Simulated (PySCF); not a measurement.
CH₈FNOSi₂, SMILES C[SiH2]O[Si@@H](N)F.

Coordinates come from a PBE-D3(BJ)/def2-SVP optimisation. The structure was generated by enumeration; whether it is a known compound was not checked. The values are those of a single conformer.

Calculation: r2SCAN/def2-TZVP run with PySCF.

The molecule is in vacuum.

```yaml
total_energy: -851.88868 hartree
highest_occupied_level: -6.88 eV
lowest_empty_level: 0.12 eV
orbital_gap: 7.00 eV
dipole_moment: 2.27 D
quadrupole, principal values (traceless, Buckingham form, about the centre of nuclear charge): -6.36, -2.69, 9.05 D·Å
mean_static_polarisability: 71.4 bohr³ (10.57 Å³)
polarisability_principal_values: 66.5, 70.3, 77.2 bohr³
```
